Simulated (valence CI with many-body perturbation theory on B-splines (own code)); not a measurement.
## Basis-set convergence for Au38+

Calculated by relativistic CI+MBPT: five valence electrons over a frozen Dirac-Fock core [Kr], radial functions for each j: 7 s, 7 p, 8 d, 6 f, 4 g, 1 h, with the one-electron correlation potential Σ1, the two-electron term Σ2, the three-electron term Σ3, Breit, model QED; selected CI, second order for the rest, scaled by the run's own slope (own B-spline code, finite nucleus).

The last digits are not significant, and no measured levels were compared; by estimate large intervals hold to a few tenths of a per cent, small ones and those within an open d or f shell to about a per cent. Among the levels kept, up to 400 cm⁻¹ of a level comes from second order outside the variational space, and about a tenth of that is noise between levels of different J, which matters for small intervals. Only levels of the ground parity were solved; by the run's estimate the other parity begins above the list, which can be wrong where configurations are misplaced.

The reference run has the lowest level (4d3/2^4 4d5/2) J=5/2 and an ionisation energy of 1759.84 eV. Its largest variational space holds 19997 state functions.

Levels are named by their leading jj configuration (3d3/2^4 stands for four electrons in 3d with j = 3/2), which in mixed levels can hold well under half, so a name can repeat and another be missing. Letters in brackets count levels of one name in rising energy.

Changed runs:
A. basis 6 s, 6 p, 5 d, 5 f, 1 g
B. basis 5 s, 5 p, 4 d, 4 f

Excitation energies of the reference run in cm⁻¹, and shifts in cm⁻¹:

```csv
Level,Reference,A,B
(4d3/2^3 4d5/2^2) J=5/2 [a],158874,-262,-612
(4d3/2^3 4d5/2^2) J=7/2 [a],199609,-95,+256
(4d3/2^3 4d5/2^2) J=3/2 [a],204431,-73,+229
(4d3/2^3 4d5/2^2) J=11/2,208218,-10,+251
(4d3/2^3 4d5/2^2) J=9/2,222782,-51,+599
(4d3/2^3 4d5/2^2) J=5/2 [b],233207,-34,+867
(4d3/2^3 4d5/2^2) J=1/2,242764,-27,+843
(4d3/2^3 4d5/2^2) J=7/2 [b],248694,+42,+1090
(4d3/2^3 4d5/2^2) J=3/2 [b],302193,+150,+1420
(4d3/2^2 4d5/2^3) J=5/2 [a],356252,-251,-415
(4d3/2^2 4d5/2^3) J=7/2 [a],384496,-227,+103
(4d3/2^2 4d5/2^3) J=11/2,390084,-134,+51
Ionisation energy (eV),1759.84,-0.08,-0.20
```
